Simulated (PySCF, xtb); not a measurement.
C4H7BF2, SMILES CB(F)/C=C(/C)F.

xtb with GFN2-xTB at its own geometry gives an orbital gap of 3.92 eV and a dipole moment of 3.46 D.

Coordinates come from a B3LYP-D3(BJ)/def2-SVP optimisation. The structure was generated by enumeration; whether it is a known compound was not checked. One conformer was computed; it need not be the lowest.

What does r2SCAN/def2-TZVP (PySCF) give? (An estimate is asked for; the answer gives what the named calculation found.)

gap 4.81 eV (levels -6.73 and -1.92 eV), dipole 2.84 D.
